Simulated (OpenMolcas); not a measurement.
OpenMolcas run: Ni VII

Input:

```
&GATEWAY
Coord
1

Ni 0.0 0.0 0.0
Basis=ANO-RCC-VTZP
Group=XYZ
NoMove
AngMom=0.0 0.0 0.0
AMFI
&SEWARD
* reference wave functions (RASSCF and RASSI steps not shown): 10 electrons in 8 orbitals (RAS1 3p, at most 2 holes; RAS2 3d)
>>> COPY JOB001 $Project.JobIph
&CASPT2
Multistate=5 1 2 3 4 5
Frozen=2 3
IPEA=0.0
Imaginary=0.1
MaxIter=60
WThr=0.0 0.3 0.05
PrWF=0.5
NoMix
>>> COPY JOB002 $Project.JobIph
&CASPT2
Multistate=45 1 2 3 4 5 6 7 8 9 10 11 12 13 14 15 16 17 18 19 20 21 22
23 24 25 26 27 28 29 30 31 32 33 34 35 36 37 38 39 40 41 42 43 44 45
Frozen=2 3
IPEA=0.0
Imaginary=0.1
MaxIter=60
WThr=0.0 0.3 0.05
PrWF=0.5
NoMix
>>> COPY JOB003 $Project.JobIph
&CASPT2
Multistate=44 1 2 3 4 5 6 7 8 9 10 11 12 13 14 15 16 17 18 19 20 21 22
23 24 25 26 27 28 29 30 31 32 33 34 35 36 37 38 39 40 41 42 43 44
Frozen=2 3
IPEA=0.0
Imaginary=0.1
MaxIter=60
WThr=0.0 0.3 0.05
PrWF=0.5
NoMix
```

Launched by
```bash
OMP_NUM_THREADS=1 MOLCAS_MEM=1689 MOLCAS_PROJECT=a pymolcas a.inp > a.log  # once for each step of the input, in one work folder
```

Output, cut to the results:

```
--- CASPT2 ---
Orbital specifications:
      -----------------------

      Symmetry species                           1   2
                                                ag  au
      Frozen orbitals                            2   3
      Inactive orbitals                          1   0
      Active orbitals                            5   3
      Secondary orbitals                        22  23
      Deleted orbitals                           0   0
      Number of basis functions                 30  29
Type of calculation                        MS-CASPT2
      Fock operator                              state-specific
      IPEA shift                                 0.00
      Real shift                                 0.00
      Imaginary shift                            0.10
      The input orbitals will be transformed to quasi-canonical
Reference energy:       -1508.4596965551
      E2 (Non-variational):      -0.3044335836
      Shift correction:          -0.0000216503
      E2 (Variational):          -0.3044552339
      Total energy:           -1508.7641517890
      Residual norm:              0.0000002173
      Reference weight:           0.97676
      Contributions to the CASPT2 correlation energy
      Active & Virtual Only:         -0.2461846688
      One Inactive Excited:          -0.0544689367
      Two Inactive Excited:          -0.0037799781
Reference energy:       -1508.4596965551
      E2 (Non-variational):      -0.3044325878
      Shift correction:          -0.0000216428
      E2 (Variational):          -0.3044542307
      Total energy:           -1508.7641507858
      Residual norm:              0.0000002171
      Reference weight:           0.97676
      Contributions to the CASPT2 correlation energy
      Active & Virtual Only:         -0.2461873591
      One Inactive Excited:          -0.0544652919
      Two Inactive Excited:          -0.0037799368
::    CASPT2 Root  1     Total energy:  -1508.76415179
::    CASPT2 Root  2     Total energy:  -1508.76415079
::    CASPT2 Root  3     Total energy:  -1508.76414977
::    CASPT2 Root  4     Total energy:  -1508.76415189
::    CASPT2 Root  5     Total energy:  -1508.76415176
::    MS-CASPT2 Root  1     Total energy:  -1508.76417294
::    MS-CASPT2 Root  2     Total energy:  -1508.76415957
::    MS-CASPT2 Root  3     Total energy:  -1508.76415231
::    MS-CASPT2 Root  4     Total energy:  -1508.76414549
::    MS-CASPT2 Root  5     Total energy:  -1508.76412568
--- CASPT2 ---
Orbital specifications:
      -----------------------

      Symmetry species                           1   2
                                                ag  au
      Frozen orbitals                            2   3
      Inactive orbitals                          1   0
      Active orbitals                            5   3
      Secondary orbitals                        22  23
      Deleted orbitals                           0   0
      Number of basis functions                 30  29
Type of calculation                        MS-CASPT2
      Fock operator                              state-specific
      IPEA shift                                 0.00
      Real shift                                 0.00
      Imaginary shift                            0.10
      The input orbitals will be transformed to quasi-canonical
Reference energy:       -1508.3128775123
      E2 (Non-variational):      -0.3063123279
      Shift correction:          -0.0000246395
      E2 (Variational):          -0.3063369675
      Total energy:           -1508.6192144798
      Residual norm:              0.0000001448
      Reference weight:           0.97587
      Contributions to the CASPT2 correlation energy
      Active & Virtual Only:         -0.2459414686
      One Inactive Excited:          -0.0554839300
      Two Inactive Excited:          -0.0048869293
Reference energy:       -1508.3128775123
      E2 (Non-variational):      -0.3063123279
      Shift correction:          -0.0000246395
      E2 (Variational):          -0.3063369675
      Total energy:           -1508.6192144798
      Residual norm:              0.0000001448
      Reference weight:           0.97587
      Contributions to the CASPT2 correlation energy
      Active & Virtual Only:         -0.2459414686
      One Inactive Excited:          -0.0554839300
      Two Inactive Excited:          -0.0048869293
::    CASPT2 Root  1     Total energy:  -1508.61921448
::    CASPT2 Root  2     Total energy:  -1508.61921448
::    CASPT2 Root  3     Total energy:  -1508.61921448
::    CASPT2 Root  4     Total energy:  -1508.62233810
::    CASPT2 Root  5     Total energy:  -1508.62238067
::    CASPT2 Root  6     Total energy:  -1508.62246932
::    CASPT2 Root  7     Total energy:  -1508.62247283
::    CASPT2 Root  8     Total energy:  -1508.62245806
::    CASPT2 Root  9     Total energy:  -1508.62250139
::    CASPT2 Root 10     Total energy:  -1508.62236284
::    CASPT2 Root 11     Total energy:  -1508.62233645
::    CASPT2 Root 12     Total energy:  -1508.62241733
::    CASPT2 Root 13     Total energy:  -1508.62249177
::    CASPT2 Root 14     Total energy:  -1508.62245916
::    CASPT2 Root 15     Total energy:  -1508.61168825
::    CASPT2 Root 16     Total energy:  -1508.61152433
::    CASPT2 Root 17     Total energy:  -1508.61159437
::    CASPT2 Root 18     Total energy:  -1508.61173333
::    CASPT2 Root 19     Total energy:  -1508.61172467
::    CASPT2 Root 20     Total energy:  -1508.61147774
::    CASPT2 Root 21     Total energy:  -1508.61156860
::    CASPT2 Root 22     Total energy:  -1508.59367252
::    CASPT2 Root 23     Total energy:  -1508.59339248
::    CASPT2 Root 24     Total energy:  -1508.59372660
::    CASPT2 Root 25     Total energy:  -1508.59348282
::    CASPT2 Root 26     Total energy:  -1508.59363103
::    CASPT2 Root 27     Total energy:  -1508.59351208
::    CASPT2 Root 28     Total energy:  -1508.59369889
::    CASPT2 Root 29     Total energy:  -1508.59359756
...
```

Levels above the lowest, from the spin-orbit matrix with the single-state CASPT2 energies, averaged by term, on its diagonal:

```
Configuration   Term  J  E (cm⁻¹)  Measured (cm⁻¹)      g  Term weight %
          3d⁴     ⁵D  0       0.0              0.0                    99
          3d⁴     ⁵D  1       301              279  1.501            100
          3d⁴     ⁵D  2       868              804  1.501            100
          3d⁴     ⁵D  3      1656             1520  1.501            100
          3d⁴     ⁵D  4      2620             2392  1.500            100
          3d⁴  ³P(1)  0     30330            30077                    98
          3d⁴     ³H  4     31840            31672  0.814             95
          3d⁴  ³P(1)  1     32120            31836  1.498             99
          3d⁴     ³H  5     32530            32286  1.038             97
          3d⁴     ³H  6     33230            32877  1.166             99
          3d⁴  ³F(1)  2     34610            34247  0.668             99
          3d⁴  ³F(1)  3     34730            34317  1.052             90
          3d⁴  ³P(1)  2     34960            34555  1.498             99
          3d⁴  ³F(1)  4     35090            34576  1.222             89
          3d⁴     ³G  3     38740            38160  0.782             90
          3d⁴     ³G  4     39440            38746  1.061             90
          3d⁴     ³G  5     39970            39247  1.196             97
          3d⁴     ³D  3     47730                   1.333             99
          3d⁴     ³D  2     47960                   1.167             98
          3d⁴     ³D  1     48240                   0.502            100
          3d⁴  ¹G(1)  4     48600                   1.003             96
          3d⁴     ¹I  6     48610                   1.001             99
          3d⁴     ¹S  0     52790                                     98
          3d⁴     ¹D  2     60490                   1.002             98
```

Against the 16 measured excited levels shown (Corliss and Sugar, J. Phys. Chem. Ref. Data 10, 197 (1981)) the mean absolute deviation is 340 cm-1; the largest miss in energy is 3d⁴ ³G₅: computed 39970, measured 39247 cm⁻¹ (+1.8 %), and the largest in proportion 3d⁴ ⁵D₄ (+9.6 %).

Term energies are means over components that CASPT2 splits; among the terms shown or strongly mixed into the levels shown the widest spread is 320 cm-1 (3d⁴ ¹I). Active for correlation alone: 3p; no level in the range computed is led by a configuration that opens it, so any true level of that kind is missing. Computed and measured levels are paired by configuration, term and J; levels that our copy of the source lacks, or whose pairing is in doubt (as where it misses far off the trend of its configuration), stay unpaired and out of the deviations. Levels of configurations outside the active space are missing. The first state left out of the spin-orbit step lies near 130000 cm-1 above the lowest spin-free state of the reference (among the parities and spins computed), and the list stops at four fifths of that energy or lower. The table shows the lowest 24 of 32 levels.

The CASPT2 steps took 86 s on 1 thread of Intel(R) Xeon(R) Platinum 8488C (Sapphire Rapids), with other jobs on the host; the integral step is not counted.

The term weight is that of the spin-free term in the level, not the purity of its configuration. A number in round brackets counts repeated terms of one configuration in the order of the reference energies.
